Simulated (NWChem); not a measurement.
Species: MgNH$_{2}$Br; SMILES [Mg]([Br])[NH2]

```xyz
5

Mg    -0.0014     1.1475     0.0000
Br     0.0003    -1.2069     0.0000
N      0.0023     3.0307     0.0000
H     -0.0046     3.6277    -0.8197
H     -0.0046     3.6277     0.8197
```
Atoms are numbered in this order, from 1.

Program: NWChem. The geometry was optimised at B3LYP/6-31G* (spherical d). Level r2SCAN/def2-SVP: energy and gradient on several grids; changes count from the extra-fine grid, which is no exact limit either.

| grid | size of the energy change (μHa) | largest change of a gradient component (μHa/bohr) |
|---|---|---|
| xcoarse | 200 | 1000 |
| coarse | 400 | 100 |
| medium | 50 | < 30 |
| fine | < 10 | < 30 |
| xfine | < 10 | < 30 |
